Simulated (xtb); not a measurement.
NO, doublet, at a GFN2-xTB geometry. Base run: GFN2-xTB run with xtb.

Geometry (Å):
```xyz
2

N      0.0000     0.0000    -0.6163
O      0.0000     0.0000     0.5392
```
Charge 0, spin multiplicity 2.
All else is at xtb's defaults.
Base energy -6.82834 Eh.

The base run was repeated with changes; each row names its change, and settings that it needs were set with it.

```
change           ΔE vs base (mEh)  dipole (D)  G_solv (kcal/mol)  SCF cycles
---------------  ----------------  ----------  -----------------  ----------
base                        0.000        0.17                  -           9
etemp = 3000              -11.861        0.17                  -           9
alpb = dmf                 -4.143        0.14              -2.60           9
acc = 1000                  0.011        0.17                  -           5
etemp = 5000              -20.975        0.15                  -           9
etemp = 1000               -3.073        0.17                  -           9
gbsa = methanol            -1.135        0.12              -0.73           9
alpb = ether                0.008        0.14               0.00           9
acc = 0.1                   0.000        0.17                  -           9
```

ALPB and GBSA are two models with their own fitted parameters for each solvent, which aren't always the measured dielectric constant.
